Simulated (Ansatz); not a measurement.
Molecule: sum formula H7Si3O2 (charge -1, singlet). It need not be the lowest isomer of its formula. Whether it binds its extra electron was not tested at this geometry. 
Structure (B3LYP-D3(BJ)/def2-TZVP (Ansatz, a quantum-chemistry and plane-wave program) minimum search):
SMILES: O([SiH-]O[SiH3])[SiH3]
```xyz
12

Si    -0.0124    -1.3972    -0.6387
O      1.4448    -0.6241    -0.0380
Si     1.9834     0.8670     0.2377
O     -1.1891    -0.6200     0.4311
Si    -2.0600     0.7171     0.2023
H     -0.2465    -0.3877    -1.8269
H      1.7852     1.7981    -0.9118
H      1.3655     1.5257     1.4265
H      3.4539     0.8385     0.5125
H     -2.8319     1.0451     1.4426
H     -1.2462     1.9235    -0.1219
H     -3.0789     0.5924    -0.8831
```
Charge -1, spin multiplicity 1.

Basis-set convergence of Hartree-Fock and CCSD correlation energies (hartree) with Ansatz. Valence correlation only, unless marked. Spin-orbit coupling is left out. No relativistic terms.

| basis | functions | E(HF) | E(corr, CCSD) |
|---|---|---|---|
| aug-cc-pV(D+d)Z | 205 | -1020.78115 | -0.79192 |
| aug-cc-pV(T+d)Z | 418 | -1020.87385 | -0.93186 |
| aug-cc-pV(Q+d)Z | 749 | -1020.89504 | -0.97887 |

Extrapolating the two largest sets (X = 3 and 4) as X^-3: E(corr) = (64·(-0.97887) - 27·(-0.93186))/37 = -1.0132 Eh, an estimate of the basis-set limit. The largest set recovers 96.6 % of it, the smallest 78.2 %.
